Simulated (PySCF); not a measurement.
Sn(F)2(Br)(Me), SMILES [CH3][Sn]([F])([F])[Br], PBE0/def2-SVP optimised geometry.

```
8

C     -1.37    -1.27     1.54
Sn    -0.61    -0.04     0.00
F     -1.04    -0.75    -1.74
F      1.32    -0.04     0.00
Br    -1.32     2.32     0.00
H     -2.45    -1.11     1.63
H     -0.87    -1.01     2.48
H     -1.16    -2.32     1.28
```

Density from PBE0/def2-TZVP, def2 effective core potentials past Kr run with PySCF at that geometry. The core electrons that the potentials of Sn replace are not part of the density.

Minimum of the electron density along straight lines between bonded atoms, close to the bond critical point (lines longer than 1.1 times the sum of covalent radii, or with two minima, are not listed):

```csv
bond,length / Å,ρ at the minimum / e bohr⁻³,∇²ρ there / e bohr⁻⁵,position (fraction from the first atom)
C1–Sn2,2.120,0.111,0.09,0.48
Sn2–F3,1.927,0.121,0.59,0.52
Sn2–F4,1.927,0.121,0.59,0.52
Sn2–Br5,2.463,0.082,0.11,0.47
C1–H6,1.097,0.272,-0.91,0.65
C1–H7,1.098,0.272,-0.91,0.65
C1–H8,1.098,0.271,-0.91,0.65
```
